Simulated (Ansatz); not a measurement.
Geometry optimisation, RKS r2SCAN/STO-3G in Ansatz 0.2.0.

Input:

```yaml
crystal:
  periodic: [false, false, false]
  atoms:
    - { symbol: C, position_ang: [0.4877, -2.324, -0.2163] }
    - { symbol: O, position_ang: [0.2429, -1.181, -1.1042] }
    - { symbol: Si, position_ang: [0.7882, 0.314, -0.6654] }
    - { symbol: "N", position_ang: [1.4533, 0.9695, -2.1231] }
    - { symbol: Si, position_ang: [-0.8226, 1.5782, 0.3709] }
    - { symbol: C, position_ang: [-1.4233, 0.6944, 1.8837] }
    - { symbol: H, position_ang: [1.5321, -2.4839, -0.0772] }
    - { symbol: H, position_ang: [0.0238, -3.1451, -0.6949] }
    - { symbol: H, position_ang: [-0.0469, -2.0959, 0.7799] }
    - { symbol: H, position_ang: [1.97183, 1.68389, -1.57321] }
    - { symbol: H, position_ang: [0.6067, 0.924, -2.7719] }
    - { symbol: H, position_ang: [2.105, 0.3366, -2.4744] }
    - { symbol: H, position_ang: [-0.337, 2.9411, 0.7776] }
    - { symbol: H, position_ang: [-1.9899, 1.8282, -0.526] }
    - { symbol: H, position_ang: [-0.6106, 0.4787, 2.5973] }
    - { symbol: H, position_ang: [-1.8547, -0.2539, 1.6366] }
    - { symbol: H, position_ang: [-2.1804, 1.2841, 2.4075] }
basis:
  gaussian: { orbitals: STO-3G }
hamiltonian:
  xc: r2scan
relax:
  f_tol: 0.02
  max_steps: 50
```

Launched with:

```bash
$ ansatz run input.yaml --threads 1 --pin off --max-ram 2048MiB --backend cpu --events-out ev --progress --plain --runs-dir out
```

Task: Where does it end, and by what steps?

Result: The run converged. Limits of this set-up: minimal basis. After 26 steps the energy has fallen by 4.733 eV; H11 moved furthest, 1.70 Å. The start is strongly strained (largest force component 11 eV/Å).

| step | energy less start (eV) | largest force component (eV/Å) | accepted |
| --- | --- | --- | --- |
| 0 | 0.0000 | 10.631 | yes |
| 1 | -2.4090 | 5.610 | yes |
| 2 | -3.5035 | 1.687 | yes |
| 3 | -3.9353 | 1.285 | yes |
| 4 | -4.1078 | 0.878 | yes |
| 5 | -4.1930 | 0.638 | yes |
| 6 | -4.2477 | 0.703 | yes |
| 7 | -4.2928 | 0.641 | yes |
| 8 | -4.3189 | 0.868 | yes |
| 9 | -4.3567 | 0.326 | yes |
| 10 | -4.3680 | 0.452 | yes |
| 11 | -4.3827 | 0.082 | yes |
| 12 | -4.2184 | 0.882 | no |
| 13 | -4.3896 | 0.080 | yes |
| 14 | -4.3972 | 0.150 | yes |
| 15 | -4.4147 | 0.388 | yes |
| 16 | -4.4651 | 0.680 | yes |
| 17 | -4.5768 | 0.490 | yes |
| 18 | -4.6578 | 0.736 | yes |
| 19 | -4.7086 | 0.446 | yes |
| 20 | -4.7279 | 0.129 | yes |
| 21 | -4.7318 | 0.053 | yes |
| 22 | -4.7326 | 0.038 | yes |
| 23 | -4.7329 | 0.025 | yes |
| 24 | -4.7331 | 0.021 | yes |
| 25 | -4.7329 | 0.101 | no |
| 26 | -4.7332 | 0.011 | yes |

```xyz
17
Properties=species:S:1:pos:R:3
C 0.693 -2.393 -0.756
O 0.100 -1.052 -0.681
Si 1.242 0.188 0.196
N 1.285 0.618 -1.699
Si -0.553 1.639 0.518
C -1.672 1.183 1.965
H 1.750 -2.383 -1.103
H 0.101 -3.008 -1.463
H 0.666 -2.883 0.237
H 0.874 1.507 -2.074
H 0.528 -0.354 -1.647
H 2.186 0.473 -2.214
H -0.104 2.998 0.771
H -1.418 1.763 -0.647
H -1.117 1.160 2.910
H -2.123 0.193 1.828
H -2.492 1.901 2.086
```

Whether the end is a true minimum wasn't checked by a vibrational analysis.

Run time: 3.3 min on 1 thread of Arm Neoverse V1, on a shared host, peak memory 0.18 GiB.
